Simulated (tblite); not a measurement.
Run record: tight-binding relaxation, `C#[C][Al]([Br])[O]C(C)C`.

Computed with GFN2-xTB geometry optimisation, gas phase (tblite 0.8.0). Start geometry: from a force field or distance geometry. The command runs a driver script over a list of jobs; the input below is this job's line of settings and its coordinates in Å.

Command:
```bash
OMP_NUM_THREADS=1 python probes_run.py task.json out
```

Input:
```
{"job": {"kind": "relax", "xc": "GFN2-xTB", "basis": "xTB"}, "charge": 0, "multiplicity": 1}
C      4.178700    -0.922000     0.119300
C      3.176400    -0.217200     0.040000
Al     1.622500     0.919800    -0.070500
Br     2.016700     3.278900    -0.241200
O      0.135500     0.414300     0.899200
C     -0.936500     0.046500     0.083600
C     -2.128900     0.975200     0.272200
C     -1.247200    -1.389300     0.432000
H      5.035200    -1.539600     0.170300
H     -0.678100     0.133400    -0.974900
H     -2.922500     0.613300    -0.415000
H     -2.532800     0.978600     1.291600
H     -1.810200     2.018200     0.036100
H     -1.745200    -1.495400     1.428400
H     -0.271800    -1.917000     0.495300
H     -1.899300    -1.888900    -0.310400
```

Output:
```
step      E/eV     max force
  0    -653.47332    3.299
  1    -653.74283    4.789
  2    -653.95758    2.583
  3    -654.14120    1.518
  4    -654.26136    1.205
  5    -654.36164    0.987
  6    -654.42180    0.752
  7    -654.46166    0.417
  8    -654.47379    0.300
  9    -654.49233    0.427
... (57 lines left out)
 67    -654.90712    0.020
 68    -654.90718    0.017
 69    -654.90728    0.023
 70    -654.90740    0.028
 71    -654.90752    0.026
 72    -654.90763    0.022
 73    -654.90772    0.023
 74    -654.90780    0.019
 75    -654.90785    0.012
 76    -654.90787    0.007
```

«max force» is the largest atomic force in eV/Å.

**Question.** From which step on does the largest force stay under 0.1 eV/Å, and how much energy is left to gain from there?

**Answer.** From step 50 (0.083 eV/Å), 7.0 meV above the end.

Main results: energy lowered by 33.1 kcal/mol over 76 steps; largest atomic force 0.007 eV/Å at the end.

**Question.** Where do the atoms end?

**Answer.** 0.537 Å rms from the input after alignment:
```
atom  x, y, z in Å
C1     4.1993   -0.8995    0.2789
C2     3.2258   -0.1855    0.2300
Al3    1.7109    1.0146    0.1699
Br4    2.0765    3.2127    0.5094
O5     0.1896    0.4957   -0.1386
C6    -1.0984   -0.0340   -0.2959
C7    -2.1278    0.9635    0.2272
C8    -1.1956   -1.3715    0.4307
H9     5.0433   -1.5304    0.3170
H10   -1.2598   -0.1939   -1.3715
H11   -3.1326    0.5783    0.0771
H12   -1.9663    1.1362    1.2898
H13   -2.0278    1.9114   -0.2973
H14   -1.0439   -1.2222    1.4981
H15   -0.4279   -2.0489    0.0630
H16   -2.1730   -1.8176    0.2682
```

**Question.** Estimate the wall time. Hardware: one thread, Arm Neoverse N1 (aarch64), no GPU, shared host with 64 logical CPUs at a one-minute load of 61.

**Answer.** About 1.2 s.
Labels such as C1 count atoms from 1, the log's own numbers from 0.
